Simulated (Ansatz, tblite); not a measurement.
Forces on the cluster B₈Sb₈ at its PBE-D4/def2-SVP geometry. Charge 0, multiplicity 1.

In the def2 sets Sb takes a core potential; there is no spin–orbit coupling. The xTB rows come from tblite. Single mean-field runs in def2-TZVP are fitted with def2-universal-jkfit. The restricted singlet is unstable towards broken spin symmetry in Hartree–Fock (as tested in another run); at PBE-D4/def2-TZVP this wasn't settled. Another isomer (singlet) lies 3.32 eV lower at PBE0-D4/def2-TZVP; other spin states weren't run for this one.

GFN1-xTB (tblite), largest force 1.70 eV/Å:

```xyz
16
positions Å, forces eV/Å
B    -1.169   -0.797   -0.653    0.130   -0.219   -0.251
B    -1.503   -0.564    1.623   -0.671    1.310   -0.020
B    -0.790   -2.134    2.032    0.468   -0.400   -0.110
B     0.200    1.994   -2.591    0.942   -0.417    0.528
B     1.235    1.151   -1.771   -0.990    0.334   -0.292
B     2.340    0.492    1.542    0.196    0.020   -0.194
B    -1.036    0.424    0.450   -0.627   -0.094    0.142
B    -0.112   -1.289    0.815    1.245   -1.087   -0.096
Sb   -0.218    2.390   -0.177    0.147   -0.556   -0.754
Sb   -1.939    2.098   -2.811    0.990   -0.740    0.835
Sb   -2.803   -1.972    2.817    0.247   -0.308   -1.162
Sb   -0.449   -0.399   -2.767   -0.488    0.969    0.665
Sb   -1.882   -2.850    0.032   -0.082    1.004    1.060
Sb    3.177    0.543   -0.894   -0.788    0.051    1.506
Sb    2.809    2.503    1.325   -0.526   -0.845   -1.081
Sb    2.139   -1.591    1.028   -0.193    0.978   -0.775
```

GFN2-xTB (tblite), largest force 1.71 eV/Å:

```
B 0.680 0.263 0.835
B 0.584 0.699 -0.374
B -0.673 1.088 -0.804
B 0.337 -0.821 0.724
B -0.730 1.145 -0.827
B 0.283 0.506 -0.266
B -0.712 -1.335 0.264
B -0.159 -0.526 0.688
Sb -0.628 -0.068 0.237
Sb 1.553 -0.354 0.447
Sb 1.035 -0.005 -0.896
Sb -0.417 -0.358 0.255
Sb -0.121 0.284 -0.022
Sb -0.646 -0.125 0.221
Sb -0.313 -1.668 -0.180
Sb -0.072 1.276 -0.302
```

PBE-D4/def2-TZVP (Ansatz), largest force 0.32 eV/Å:

```
B 0.055 0.121 0.064
B 0.070 0.059 -0.166
B -0.045 0.166 -0.196
B 0.127 -0.218 0.196
B -0.189 0.170 -0.126
B 0.041 0.048 -0.116
B -0.088 -0.265 0.022
B -0.116 -0.161 0.162
Sb 0.001 -0.222 -0.099
Sb 0.192 -0.097 0.072
Sb 0.202 0.034 -0.143
Sb -0.031 0.162 0.185
Sb 0.081 0.185 0.102
Sb -0.188 0.053 0.108
Sb -0.038 -0.204 -0.045
Sb -0.073 0.169 -0.020
```
